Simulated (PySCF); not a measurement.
# SiF₄ + N₂ → SiN₂ + 2 F₂

Level: PBE0 in the def2-TZVP basis family, all electrons, no relativity, computed in PySCF with density fitting; open shells unrestricted.

| species | state and structure | ZPE (kJ/mol) | H(298 K) − H(0) (kJ/mol) | S° (J/(mol K)) |
| --- | --- | --- | --- | --- |
| SiF₄ | singlet, Td, Si–F 1.562 Å (×4) | 33.4 | 15.4 | 283.2 |
| N₂ | singlet, D∞h, N–N 1.089 Å | 14.9 | 8.7 | 191.4 |
| SiN₂ | triplet, C∞v, N–N 1.137 Å, Si–N 1.741 Å; N–N–Si 180.0° | 18.6 | 11.1 | 246.2 |
| F₂ | singlet, D∞h, F–F 1.376 Å | 6.6 | 8.7 | 201.9 |

Is the gas-phase reaction uphill or downhill in electronic energy at this level, and by how much?

At PBE0/def2-TZVP, ΔE = 1932.7 kJ/mol, uphill. 

Add zero-point, thermal and entropy terms for 298.15 K and 1 bar.

ΔZPE = -16.5 and Δ[H(298) − H(0)] = 4.4 kJ/mol give ΔH° = 1920.6 kJ/mol. ΔS° = 175.4 J/(mol K), so ΔG° = 1920.6 − 298.15 × (0.1754) = 1868 kJ/mol.

The structures come from searches over a few start shapes, so lower isomers are not excluded.
